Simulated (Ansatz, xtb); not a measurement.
# ClH5NSi2: 10 structures ranked

10 gas-phase structures of ClH5NSi2, found in a search over its isomers (lower ones may exist). Each was relaxed with GFN2-xTB; where two conformers were screened, the lower at r2SCAN-D4/def2-SVP is listed:

A. a doublet given by its coordinates
B. `N[Si]([SiH3])Cl`, a doublet
C. `N[SiH][SiH2]Cl`, a doublet
D. `[NH][Si@H]([SiH3])Cl`, a doublet
E. `[SiH2]N[SiH2]Cl`, a doublet
F. `[NH][SiH2][SiH2]Cl`, a doublet
G. `[SiH3][N][SiH2]Cl`, a doublet
H. `N[SiH2][SiH]Cl`, a doublet
I. `N[Si@H]([SiH2])Cl`, a doublet
J. `[SiH3]N[SiH]Cl`, a doublet

A (Å):

| atom | x (Å) | y (Å) | z (Å) |
| --- | --- | --- | --- |
| Cl | 0.5118 | 2.7084 | -3.3396 |
| N | -0.8628 | 1.0627 | -1.1425 |
| Si | 0.2094 | 2.0232 | 0.1168 |
| Si | 0.8873 | 1.2210 | -1.9399 |
| H | 0.4872 | 0.9264 | 1.0584 |
| H | -0.8292 | 2.8203 | 0.8216 |
| H | -1.6140 | 1.5763 | -1.5912 |
| H | -1.2203 | 0.1450 | -0.9012 |
| H | 0.8214 | 0.0539 | -2.8609 |

Close contacts (Å): Cl1–Si4 2.08, N2–Si3 1.91, N2–Si4 1.93, Si3–Si4 2.31, N2–H7 1.01, N2–H8 1.01, Si3–H5 1.47, Si3–H6 1.49, Si4–H9 1.49.

Task: Estimate their order in r2SCAN-D4/def2-SVP energy at these geometries, lowest first.

Result: Calculated order at r2SCAN-D4/def2-SVP: J (0.0), E (0.7), B (33.5), I (44.2), C (47.3), H (53.6), G (81.2), A (125.8), D (134.6), F (158.5) kJ/mol. Less than 1 kcal/mol parts J and E; I and C, so the order within those pairs means little. CCSD(T)/def2-SVP + ΔMP2/def2-TZVPP after further relaxation puts E lowest instead.

Energies above the lowest of each column, in kJ/mol; the last columns are at B3LYP-D3(BJ)/def2-SVP geometries and were run for some of them only (a dash: not run or not comparable):

```json
{"structure": "J", "GFN2-xTB": "0.0", "HF/STO-3G": "0.0", "r2SCAN-D4/def2-SVP": "0.0", "B3LYP-D3(BJ)/def2-SVP": "3.3", "CCSD(T)/def2-SVP + ΔMP2/def2-TZVPP": "5.3"}
{"structure": "E", "GFN2-xTB": "0.6", "HF/STO-3G": "26.9", "r2SCAN-D4/def2-SVP": "0.7", "B3LYP-D3(BJ)/def2-SVP": "0.0", "CCSD(T)/def2-SVP + ΔMP2/def2-TZVPP": "0.0"}
{"structure": "B", "GFN2-xTB": "86.2", "HF/STO-3G": "20.7", "r2SCAN-D4/def2-SVP": "33.5", "B3LYP-D3(BJ)/def2-SVP": "39.8", "CCSD(T)/def2-SVP + ΔMP2/def2-TZVPP": "51.5"}
{"structure": "I", "GFN2-xTB": "85.5", "HF/STO-3G": "69.6", "r2SCAN-D4/def2-SVP": "44.2", "B3LYP-D3(BJ)/def2-SVP": "39.9", "CCSD(T)/def2-SVP + ΔMP2/def2-TZVPP": "–"}
{"structure": "C", "GFN2-xTB": "79.8", "HF/STO-3G": "60.7", "r2SCAN-D4/def2-SVP": "47.3", "B3LYP-D3(BJ)/def2-SVP": "51.0", "CCSD(T)/def2-SVP + ΔMP2/def2-TZVPP": "–"}
{"structure": "H", "GFN2-xTB": "82.7", "HF/STO-3G": "50.9", "r2SCAN-D4/def2-SVP": "53.6", "B3LYP-D3(BJ)/def2-SVP": "–", "CCSD(T)/def2-SVP + ΔMP2/def2-TZVPP": "–"}
{"structure": "G", "GFN2-xTB": "30.7", "HF/STO-3G": "20.8", "r2SCAN-D4/def2-SVP": "81.2", "B3LYP-D3(BJ)/def2-SVP": "–", "CCSD(T)/def2-SVP + ΔMP2/def2-TZVPP": "–"}
{"structure": "A", "GFN2-xTB": "132.2", "HF/STO-3G": "178.2", "r2SCAN-D4/def2-SVP": "125.8", "B3LYP-D3(BJ)/def2-SVP": "–", "CCSD(T)/def2-SVP + ΔMP2/def2-TZVPP": "–"}
{"structure": "D", "GFN2-xTB": "118.7", "HF/STO-3G": "98.0", "r2SCAN-D4/def2-SVP": "134.6", "B3LYP-D3(BJ)/def2-SVP": "–", "CCSD(T)/def2-SVP + ΔMP2/def2-TZVPP": "–"}
{"structure": "F", "GFN2-xTB": "115.7", "HF/STO-3G": "117.5", "r2SCAN-D4/def2-SVP": "158.5", "B3LYP-D3(BJ)/def2-SVP": "–", "CCSD(T)/def2-SVP + ΔMP2/def2-TZVPP": "–"}
```

CCSD(T)/def2-SVP + ΔMP2/def2-TZVPP puts E lowest of those it was run on; HF/STO-3G picks J. CCSD(T)/def2-SVP + ΔMP2/def2-TZVPP orders those it was run on as E (0.0), J (5.3), B (51.5) kJ/mol. Flexible structures stand in one conformer each, not always the lowest. Frequencies (B3LYP-D3(BJ)/def2-SVP) were run for B, E, J alone. Open shells are spin-unrestricted. ΔMP2 is the change of the MP2 energy from the smaller to the larger basis.

Over these structures GFN2-xTB departs from r2SCAN-D4/def2-SVP by 27.1 kJ/mol on average once a common shift is removed. A GFN2-xTB relaxation took about 0.12 s and the r2SCAN-D4/def2-SVP energy about 1.8 s on a shared host (Ansatz 0.2.0, xtb 6.7.1).
